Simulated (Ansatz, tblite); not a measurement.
Forces on AlSi6 at its B3LYP-D4/def2-SVP geometry. Total charge 0; doublet.

The xTB rows come from tblite. The structure comes from a short search, and lower isomers may exist.

GFN1-xTB (tblite), largest force 1.45 eV/Å:

```xyz
7
positions Å, forces eV/Å
Al    1.263    1.353    0.305    1.048    1.007    0.050
Si   -0.777   -0.346    0.843   -0.484   -0.345   -0.057
Si   -1.719    0.593   -1.192    0.174   -0.001    0.111
Si    1.562   -0.963    1.136    0.107   -0.571    0.152
Si    0.533   -0.371   -1.422   -0.369   -0.247   -0.331
Si   -1.043    2.130    0.543   -0.453   -0.218   -0.095
Si    0.181   -2.396   -0.213   -0.023    0.375    0.169
```

GFN2-xTB (tblite), largest force 1.06 eV/Å:

```
Al -0.870 -0.572 0.191
Si -0.218 -0.100 0.364
Si 0.501 0.284 0.354
Si 0.323 0.015 -0.154
Si -0.002 -0.207 -0.370
Si 0.168 -0.102 -0.451
Si 0.098 0.682 0.064
```

PBE-D4/def2-TZVP (Ansatz), largest force 0.41 eV/Å:

```
Al -0.158 -0.090 -0.009
Si 0.250 0.055 -0.259
Si 0.218 -0.001 0.119
Si -0.125 -0.004 -0.188
Si -0.155 -0.041 0.378
Si -0.015 -0.147 -0.075
Si -0.015 0.227 0.034
```
